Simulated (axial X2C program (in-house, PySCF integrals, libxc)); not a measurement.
## SrN⁻: cheaper levels and CCSD(T), 2c

Computed with an in-house all-electron X2C program for linear molecules (integrals from PySCF). Two-component (2c) means X2C with spin–orbit coupling and atomic mean-field two-electron Coulomb and Gaunt terms. Basis: Sr dyall-acv3z [14s13p9d6f1g], N dyall-av3z [7s7p3d2f] (cores contracted in-house); Gaussian nuclei, density fitting, unrestricted open shells. Masses: Sr 87.906 u, N 14.003 u.

State: Ω = 1 (⟨Sz⟩ = 1.00, ⟨Lz⟩ = 0.00 at HF); fragments Sr- + N.

| level | Re (Å) | ωe (cm⁻¹) |
| --- | --- | --- |
| HF | 2.496 | 352.7 |
| MP2 | 2.517 | 342.7 |
| CCSD | 2.522 | 337.8 |

Correlated methods: 8 electrons correlated (number of frozen shells: Sr 4 s, 3 p, 1 d; N 1 s), 294 virtual spin orbitals or spinors in MP2, 90 natural virtuals in coupled cluster.

CCSD(T), same Hamiltonian and basis:

Re = 2.526 Å, ωe = 334.0 cm⁻¹; T1 = 0.030 (Lee–Taylor normalisation).

Give the differences from CCSD(T) in the columns below.



```csv
level,ΔRe (Å),Δωe (cm⁻¹)
HF,-0.030,19
MP2,-0.009,9
CCSD,-0.004,4
```

Occupations by symmetry block were frozen at the best pattern of an incomplete PBE0 search. De is not given where an atomic determinant may have missed its ground term or J level, or where the truncated virtual space spoils (T). CCSD and (T) use frozen natural virtuals with an MP2 correction for the truncation; (T) itself is uncorrected, so its De runs slightly low. PBE0 can misorder states that lie within some tenths of an eV, so this need not be the ground state of the molecule. The nearest other 2c determinant of the search, Ω = 2, lies 0.17 eV up at the distance of the search. With several unpaired electrons one determinant need not be a pure state. The outer-core s and p shells of the metal are frozen in the correlated rows, which leaves out core–valence correlation; for alkali and alkaline-earth bonds that tends to lengthen them. Open-shell Ω = 0 determinants with evenly filled partner blocks cannot be reached by this program, so the Ω shown need not be the lowest component. This is the Ω = 1 component of a π² triplet; the 0⁺ component is not one determinant and can lie lowest. With the outer-core shells frozen, correlated bond lengths of heavy atoms tend to come out a few hundredths of an ångström too long.
